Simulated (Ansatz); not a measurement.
Cost and result for the atomization energy of BF$_{2}$HO (`OB(F)F`) (5 atoms, 4 bonds).

Charge 0, multiplicity 1. All single points use the PBE0-D4/def2-TZVP geometry. It is one conformer, not always the lowest. Program: Ansatz. All runs use 4 threads of an Intel Xeon Platinum 8259CL on a shared host. Times are those of one run each, without the atoms' runs, and a repeat can differ threefold. Electronic energies, without spin–orbit coupling; frozen cores. CCSD(T)/CBS extrapolates def2-TZVPP and def2-QZVPP, and its time is that of the two runs behind it. T1 = 0.012. HSE06 is the plane-wave form, built on full-range PBE exchange.

CCSD(T)/CBS is a level of theory with its own doubt, some kJ/mol a heavy atom from the limit and from the frozen cores, so smaller differences don't rank the functionals.

```
                             level  functions  wall time
            LDA (SPW92)/def2-TZVPP        138      0.5 s
              revPBE-D4/def2-TZVPP        138     0.65 s
                BLYP-D4/def2-TZVPP        138      0.7 s
                  CCSD(T)/def2-SVP         61      0.7 s
   PBE-D4/def2-TZVPP (with forces)        138      0.8 s
               BHLYP-D4/def2-TZVPP        138      0.8 s
               HSE06-D4/def2-TZVPP        138      0.9 s
r2SCAN-D4/def2-TZVPP (with forces)        138      1.4 s
               PBE-QIDH/def2-TZVPP        138      1.4 s
                ωB97X-V/def2-TZVPP        138      1.9 s
                CCSD(T)/def2-TZVPP        138        7 s
                CCSD(T)/def2-QZVPP        258       68 s
                 CCSD(T)/CBS(def2)          –       75 s
```

Q: What atomization energy does each give, and how far from CCSD(T)/CBS? (Best estimate.)

A: Computed: 
```tsv
level	atomization (kcal/mol)	difference from CCSD(T)/CBS	per bond
LDA (SPW92)/def2-TZVPP	650.9	92.6	23.1
revPBE-D4/def2-TZVPP	552.1	-6.2	-1.5
BLYP-D4/def2-TZVPP	559.7	1.4	0.3
CCSD(T)/def2-SVP	533.4	-24.9	-6.2
PBE-D4/def2-TZVPP (with forces)	572.5	14.2	3.6
BHLYP-D4/def2-TZVPP	531.6	-26.7	-6.7
HSE06-D4/def2-TZVPP	555.7	-2.6	-0.7
r2SCAN-D4/def2-TZVPP (with forces)	561.5	3.2	0.8
PBE-QIDH/def2-TZVPP	553.8	-4.5	-1.1
ωB97X-V/def2-TZVPP	555.6	-2.7	-0.7
CCSD(T)/def2-TZVPP	544.1	-14.2	-3.6
CCSD(T)/def2-QZVPP	552.6	-5.7	-1.4
CCSD(T)/CBS(def2)	558.3	0.0	0.0
```

From BLYP to BHLYP (50 % exact exchange), in def2-TZVPP and without D4, the atomization energy moves by −26.5 kcal/mol: exact exchange takes away binding that semilocal exchange gives to molecules. In def2-TZVPP, CCSD(T) changes the Hartree–Fock value by +127.4 kcal/mol (the triples alone add +8.9 kcal/mol) and MP2 by +154.1 kcal/mol; breaking electron pairs costs correlation energy, which Hartree–Fock lacks. The D4 term adds +2.0 kcal/mol with B3LYP and +1.0 kcal/mol with PBE0; it sums over pairs of atoms, weighted by their polarisabilities, and B3LYP, whose exchange is more repulsive, gets the larger term.

B3LYP here is the variant with VWN-RPA as its local correlation; programs differ in this.
